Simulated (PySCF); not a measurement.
1-methyl-3-methylideneazetidine (C5H9N), SMILES C=C1CN(C)C1.

Coordinates come from a B3LYP-D3(BJ)/def2-SVP optimisation.

Vertical ionisation energy (IE) and electron affinity (EA) in eV. Rows of orbital energies are one-electron estimates. Where ΔSCF, EOM or ADC give a negative EA the extra electron is unbound and the value depends on the basis.

| level | IE | EA |
|---|---|---|
| −ε(HOMO), −ε(LUMO), HF/def2-TZVP (PySCF) | 9.30 | -3.79 |
| −ε(HOMO), −ε(LUMO), PBE/def2-TZVP (PySCF) | … | … |

**Question.** Complete the blanks. (An estimate is asked for; the answer gives what the named calculation found.)

**Answer.** 
- −ε(HOMO), −ε(LUMO), PBE/def2-TZVP (PySCF), IE: 4.88
- −ε(HOMO), −ε(LUMO), PBE/def2-TZVP (PySCF), EA: 0.86
